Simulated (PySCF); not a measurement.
C₂H₇AlClN, SMILES [CH2](C)[Al]([Cl])[NH2].

Coordinates come from a PBE-D3(BJ)/def2-SVP optimisation. The structure was generated by enumeration; whether it is a known compound was not checked. The values are those of a single conformer.

Two levels are set side by side: PBE/def2-TZVP (PySCF) and ωB97X/def2-TZVP (PySCF). Same geometry, gas phase. Differences are taken from unrounded values.

```
quantity                       PBE
---------------------------  -----
orbital gap (eV)              5.25
highest occupied level (eV)  -6.15
lowest empty level (eV)      -0.90
dipole moment (D)             2.40
mean polarisability (bohr³)   71.9
```

Task: These are the PBE values. What does ωB97X give? (Estimate from the structure and the level; the computed values follow.)

Result: 
```
quantity                      ωB97X  PBE minus ωB97X
---------------------------  ------  ---------------
orbital gap (eV)              11.83            -6.58
highest occupied level (eV)  -10.05             3.90
lowest empty level (eV)        1.78            -2.68
dipole moment (D)              2.46            -0.07
mean polarisability (bohr³)    67.3              4.7
```

PBE's occupied levels lie high since its potential decays too fast outside the molecule; exact exchange lowers them and widens the gap. PBE's more diffuse valence density responds more strongly to a field. Differences between two approximate levels are no errors against the true value.

Rough cost on one machine, each run with all the roots and properties that it gave: ωB97X against PBE within a factor of 2.
